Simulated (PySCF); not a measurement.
H5ClSi2 (SMILES [SiH3][SiH2]Cl), singlet, geometry from GFN2-xTB, atoms displaced at random by about 0.03 Å a coordinate; R2SCAN/6-31G, gradient (PySCF).

Input for PySCF:
```python
from pyscf import gto, scf, dft

mol = gto.Mole()
mol.atom = '''
    Si    1.76712895   -0.15027555    0.30898382
    Si   -0.43388487   -0.57987130    0.40952330
    Cl   -1.46692123    0.73532526   -0.75301049
    H     2.52010559   -1.14342051    1.16784050
    H     2.41293003   -0.25419123   -1.04758719
    H     2.12565639    1.23694184    0.82932263
    H    -1.07561841   -0.35801546    1.72108900
    H    -0.83542527   -1.90013264   -0.14842819
'''
mol.basis = '6-31g'
mol.verbose = 4
mol.build()

mf = dft.RKS(mol)
mf.xc = 'r2scan'
mf.conv_tol = 1e-4
mf.kernel()
g = mf.nuc_grad_method()
grad = g.kernel()
```

Output, abridged:

```
PySCF version 2.14.0

[INPUT] verbose = 4
[INPUT] num. atoms = 8
[INPUT] num. electrons = 50
[INPUT] charge = 0
[INPUT] spin (= nelec alpha-beta = 2S) = 0
[INPUT] symmetry False subgroup None
[INPUT] Mole.unit = angstrom
[INPUT] Symbol           X                Y                Z      unit          X                Y                Z       unit  Magmom
[INPUT]  1 Si     1.767128950000  -0.150275550000   0.308983820000 AA    3.339389742290  -0.283979632718   0.583894796722 Bohr   0.0
[INPUT]  2 Si    -0.433884870000  -0.579871300000   0.409523300000 AA   -0.819923573893  -1.095797944496   0.773886878628 Bohr   0.0
[INPUT]  3 Cl    -1.466921230000   0.735325260000  -0.753010490000 AA   -2.772079371010   1.389563353875  -1.422983595025 Bohr   0.0
[INPUT]  4 H      2.520105590000  -1.143420510000   1.167840500000 AA    4.762309370085  -2.160751609111   2.206898702175 Bohr   0.0
[INPUT]  5 H      2.412930030000  -0.254191230000  -1.047587190000 AA    4.559776914439  -0.480351807966  -1.979652880703 Bohr   0.0
[INPUT]  6 H      2.125656390000   1.236941840000   0.829322630000 AA    4.016908412032   2.337481309616   1.567192639604 Bohr   0.0
[INPUT]  7 H     -1.075618410000  -0.358015460000   1.721089000000 AA   -2.032624209440  -0.676551167760   3.252386846002 Bohr   0.0
[INPUT]  8 H     -0.835425270000  -1.900132640000  -0.148428190000 AA   -1.578724957841  -3.590730289947  -0.280488628265 Bohr   0.0

nuclear repulsion = 194.813974428289
number of shells = 31
number of NR pGTOs = 158
number of NR cGTOs = 49
basis = 6-31g
ecp = {}

******** <class 'pyscf.dft.rks.RKS'> ********
method = RKS
initial guess = minao
damping factor = 0
level_shift factor = 0
DIIS = <class 'pyscf.scf.diis.CDIIS'>
diis_start_cycle = 1
diis_space = 8
diis_damp = 0
SCF conv_tol = 0.0001
SCF conv_tol_grad = None
SCF max_cycles = 50
direct_scf = True
direct_scf_tol = 1e-13
XC library pyscf.dft.libxc version 7.1.2
    S. Lehtola, C. Steigemann, M. J. T. Oliveira, and M. A. L. Marques,  SoftwareX 7, 1–5 (2018)
XC functionals = r2scan
    J. W. Furness, A. D. Kaplan, J. Ning, J. P. Perdew, and J. Sun,  J. Phys. Chem. Lett. 11, 8208–8215 (2020)
    J. W. Furness, A. D. Kaplan, J. Ning, J. P. Perdew, and J. Sun,  J. Phys. Chem. Lett. 11, 9248–9248 (2020)
    J. W. Furness, A. D. Kaplan, J. Ning, J. P. Perdew, and J. Sun,  J. Phys. Chem. Lett. 11, 8208–8215 (2020)
    J. W. Furness, A. D. Kaplan, J. Ning, J. P. Perdew, and J. Sun,  J. Phys. Chem. Lett. 11, 9248–9248 (2020)
radial grids:
    Treutler-Ahlrichs [JCP 102, 346 (1995); DOI:10.1063/1.469408] (M4) radial grids

becke partition: Becke, JCP 88, 2547 (1988); DOI:10.1063/1.454033
pruning grids: <function nwchem_prune>
grids dens level: 3
symmetrized grids: False
atomic radii adjust function: <function treutler_atomic_radii_adjust>
small_rho_cutoff = 0
Set gradient conv threshold to 0.01
Initial guess from minao.
tot grids = 106280
init E= -1042.000060952
  HOMO = -0.306650746463651  LUMO = -0.0512570630330698  gap/eV = 6.94962
cycle= 1 E= -1041.9684006101  delta_E= 0.0317  |g|= 0.247  |ddm|= 2.43
  HOMO = -0.240734034256003  LUMO = -0.0488589484626467  gap/eV = 5.22119
cycle= 2 E= -1041.95249147604  delta_E= 0.0159  |g|= 0.33  |ddm|= 1.04
  HOMO = -0.277256730228843  LUMO = -0.0399731054152264  gap/eV = 6.45682
cycle= 3 E= -1041.99148532108  delta_E= -0.039  |g|= 0.0129  |ddm|= 0.612
  HOMO = -0.275610743116851  LUMO = -0.0402610398826697  gap/eV = 6.40419
cycle= 4 E= -1041.99155358567  delta_E= -6.83e-05  |g|= 0.00615  |ddm|= 0.0448
  HOMO = -0.277869229521537  LUMO = -0.0414432685095345  gap/eV = 6.43348
Extra cycle  E= -1041.99155519304  delta_E= -1.61e-06  |g|= 0.00603  |ddm|= 0.0257
converged SCF energy = -1041.99155519304

******** <class 'pyscf.grad.rks.Gradients'> for <class 'pyscf.dft.rks.RKS'> ********
unit = Eh/Bohr
grid_response = False
--------------- RKS gradients ---------------
         x                y                z
0 Si    -0.0403844731    -0.0077908583    -0.0054561488
1 Si     0.0014423332     0.0357175613    -0.0228539625
2 Cl     0.0316934608    -0.0451519416     0.0407669616
3 H     0.0028093856    -0.0014102829    -0.0000281174
4 H     0.0059946600     0.0007709883     0.0011235833
5 H     0.0048673272     0.0059345254     0.0013187229
6 H    -0.0027587195     0.0042678278    -0.0117285031
7 H    -0.0031830997     0.0072797042    -0.0027807247
----------------------------------------------
```
